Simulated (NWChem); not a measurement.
System: C5H3NSe; SMILES N#Cc1cc[se]c1

The following NWChem deck was run.

```
start job
memory heap 200 mb stack 900 mb global 1100 mb
geometry units angstroms noautoz
  N      0.425230    -3.732583     0.000000
  C      0.218566    -2.591234     0.000000
  C     -0.044885    -1.187685     0.000000
  C     -1.374386    -0.643550     0.000000
  C     -1.419107     0.717828     0.000000
  Se     0.278420     1.464418     0.000000
  C      0.959179    -0.245907     0.000000
  H     -2.264686    -1.274167     0.000000
  H     -2.308202     1.347343     0.000000
  H      2.030735    -0.440602     0.000000
end
basis spherical
  * library 6-31g*
end
dft
  xc xpbe96 cpbe96
  iterations 150
  mulliken
end
task dft gradient
```

Parts of the log:

```
             Northwest Computational Chemistry Package (NWChem) 7.3.0
             --------------------------------------------------------

 CS  symmetry detected

                             Geometry "geometry" -> ""
                             -------------------------

 Output coordinates in angstroms (scale by  1.889725989 to convert to a.u.)

  No.       Tag          Charge          X              Y              Z
 ---- ---------------- ---------- -------------- -------------- --------------
    1 N                    7.0000     0.40418528    -3.72949977     0.00000000
    2 C                    6.0000     0.20422814    -2.58695669     0.00000000
    3 C                    6.0000    -0.05097507    -1.18188461     0.00000000
    4 C                    6.0000    -1.37725737    -0.62995065     0.00000000
    5 C                    6.0000    -1.41398203     0.73166652     0.00000000
    6 Se                  34.0000     0.28790052     1.46827384     0.00000000
    7 C                    6.0000     0.95860280    -0.24601986     0.00000000
    8 H                    1.0000    -2.27124571    -1.25532792     0.00000000
    9 H                    1.0000    -2.29936447     1.36639244     0.00000000
   10 H                    1.0000     2.02899685    -0.44700490     0.00000000

 Effective nuclear repulsion energy (a.u.)     435.5894764947

      Symmetry information
      --------------------

 Group name             Cs
 Group number              2
 Group order               2
 No. of unique centers    10

  pbe96 is a nonlocal functional; adding pw91lda local functional.

                                 NWChem DFT Module
                                 -----------------

 Summary of "ao basis" -> "ao basis" (spherical)
 ------------------------------------------------------------------------------
       Tag                 Description            Shells   Functions and Types
 ---------------- ------------------------------  ------  ---------------------
 N                           6-31g*                  6       14   3s2p1d
 C                           6-31g*                  6       14   3s2p1d
 Se                          6-31g*                 12       32   5s4p3d
 H                           6-31g*                  2        2   2s

      Symmetry analysis of basis
      --------------------------

        a'         88
        a"         34

            General Information
            -------------------
          SCF calculation type: DFT
          Wavefunction type:  closed shell.
          No. of atoms     :    10
          No. of electrons :    74
           Alpha electrons :    37
            Beta electrons :    37
          Charge           :     0
          Spin multiplicity:     1
          Use of symmetry is: on ; symmetry adaption is: on
          Maximum number of iterations: 150
          AO basis - number of functions:   122
                     number of shells:    54
          Convergence on energy requested:  1.00D-06
          Convergence on density requested:  1.00D-05
          Convergence on gradient requested:  5.00D-04

              XC Information
              --------------
          PerdewBurkeErnzerhof Exchange Functional  1.000
            Perdew 1991 LDA Correlation Functional  1.000 local
           PerdewBurkeErnz. Correlation Functional  1.000 non-local

             Grid Information
             ----------------
          Grid used for XC integration:  medium
          Radial quadrature: Mura-Knowles
          Angular quadrature: Lebedev.
          Tag              B.-S. Rad. Rad. Pts. Rad. Cut. Ang. Pts.
          ---              ---------- --------- --------- ---------
          N                   0.65       49          13.0       434
          C                   0.70       49          11.0       434
          Se                  1.15      112          11.0       590
          H                   0.35       45          12.0       434
          Grid pruning is: on
          Number of quadrature shells:   541
          Spatial weights used:  Erf1

      Superposition of Atomic Density Guess
      -------------------------------------

 Sum of atomic energies:       -2643.59504987

      Non-variational initial energy
      ------------------------------

 Total energy =   -2647.499231
 1-e energy   =   -4537.749813
 2-e energy   =    1454.661106
 HOMO         =      -0.247140
 LUMO         =      -0.014870

      Symmetry analysis of molecular orbitals - initial
      -------------------------------------------------

  Numbering of irreducible representations:

     1 a'          2 a"

  Orbital symmetries:

     1 a'          2 a'          3 a'          4 a'          5 a"
     6 a'          7 a'          8 a'          9 a'         10 a'
    11 a'         12 a'         13 a'         14 a'         15 a"
    16 a'         17 a'         18 a'         19 a"         20 a"
    21 a'         22 a'         23 a'         24 a'         25 a'
    26 a'         27 a'         28 a'         29 a"         30 a'
    31 a'         32 a'         33 a"         34 a'         35 a'
    36 a"         37 a"         38 a"         39 a'         40 a"
    41 a'         42 a'         43 a'         44 a"         45 a'
    46 a'         47 a'

     ---------------------------------------------
      Total Density - Mulliken Population Analysis
     ---------------------------------------------

    Atom       Charge   Shell Charges
 -----------   ------   -------------------------------------------------------
    1 N    7     7.88   2.00  0.88  2.45  0.98  1.53  0.03
    2 C    6     5.37   2.00  0.73  1.61  0.43  0.55  0.05
    3 C    6     6.03   2.00  0.72  1.89  0.43  0.96  0.04
    4 C    6     6.20   2.00  0.74  1.94  0.51  0.98  0.04
    5 C    6     6.29   2.00  0.73  1.83  0.61  1.10  0.03
    6 Se  34    33.76   2.00  2.00  6.00  2.00  5.99  1.49  2.96  0.34  0.88  6.94  2.94  0.21
    7 C    6     6.17   2.00  0.72  1.78  0.59  1.04  0.03
    8 H    1     0.77   0.46  0.31
    9 H    1     0.76   0.45  0.30
   10 H    1     0.76   0.46  0.31

   convergence    iter        energy       DeltaE   RMS-Dens  Diis-err
 ---------------- ----- ----------------- --------- --------- ---------
 d= 0,ls=0.0,diis     1  -2647.5004803778 -3.08D+03  2.22D-02  1.14D+00
 d= 0,ls=0.0,diis     2  -2646.8452777512  6.55D-01  1.86D-02  5.84D+00
 d= 0,ls=0.0,diis     3  -2647.5974078831 -7.52D-01  4.09D-03  3.65D-01
 d= 0,ls=0.0,diis     4  -2647.6259161427 -2.85D-02  2.60D-03  8.85D-02
 d= 0,ls=0.0,diis     5  -2647.6359031145 -9.99D-03  1.06D-03  2.38D-02
  Resetting Diis
 d= 0,ls=0.0,diis     6  -2647.6389635389 -3.06D-03  3.64D-04  2.42D-03
 d= 0,ls=0.0,diis     7  -2647.6392297348 -2.66D-04  4.56D-04  3.80D-04
 d= 0,ls=0.0,diis     8  -2647.6388377901  3.92D-04  3.49D-04  3.05D-03
 d= 0,ls=0.0,diis     9  -2647.6392794401 -4.42D-04  4.75D-05  4.49D-05
 d= 0,ls=0.0,diis    10  -2647.6392846130 -5.17D-06  1.99D-05  9.33D-06
 d= 0,ls=0.0,diis    11  -2647.6392855850 -9.72D-07  5.64D-06  9.17D-07

         Total DFT energy =    -2647.639285585036
      One electron energy =    -4540.418511923644
           Coulomb energy =     1578.762672473859
    Exchange-Corr. energy =     -121.572922629907
 Nuclear repulsion energy =      435.589476494656

 Numeric. integr. density =       74.000008901290

                  Occupations of the irreducible representations
                  ----------------------------------------------

                     irrep           alpha         beta
                     --------     --------     --------
                     a'               29.0         29.0
                     a"                8.0          8.0

                       DFT Final Molecular Orbital Analysis
                       ------------------------------------

 Vector   35  Occ=2.000000D+00  E=-2.901021D-01  Symmetry=a'
              MO Center=  2.8D-01, -2.8D+00,  5.3D-15, r^2= 2.6D+00
   Bfn.  Coefficient  Atom+Function         Bfn.  Coefficient  Atom+Function
  ----- ------------  ---------------      ----- ------------  ---------------
     3      0.446178   1 N  px               17      0.372520   2 C  px
     7      0.253382   1 N  px               21      0.211918   2 C  px
    82     -0.146169   6 Se py              106      0.127799   7 C  py
    31     -0.106702   3 C  px               18      0.089672   2 C  py
    46     -0.089478   4 C  py               45      0.082683   4 C  px

[...]

                         DFT ENERGY GRADIENTS

    atom               coordinates                        gradient
                 x          y          z           x          y          z
   1 N       0.763799  -7.047733   0.000000   -0.006679   0.038214   0.000000
   2 C       0.385935  -4.888639   0.000000    0.006415  -0.036958   0.000000
   3 C      -0.096329  -2.233438   0.000000    0.003213   0.008372   0.000000
   4 C      -2.602639  -1.190434   0.000000    0.003270   0.006091   0.000000
   5 C      -2.672039   1.382649   0.000000    0.010098  -0.004642   0.000000
   6 Se      0.544053   2.774635   0.000000   -0.005825  -0.014104   0.000000
   7 C       1.811497  -0.464910   0.000000   -0.011021   0.003121   0.000000
   8 H      -4.292032  -2.372226   0.000000    0.000739   0.000815   0.000000
   9 H      -4.345169   2.582107   0.000000    0.000055  -0.000552   0.000000
  10 H       3.834248  -0.844717   0.000000   -0.000265  -0.000358   0.000000
```

Level: PBE/6-31G* (spherical d). Structure relaxed at the PBE0/def2-SVP level.
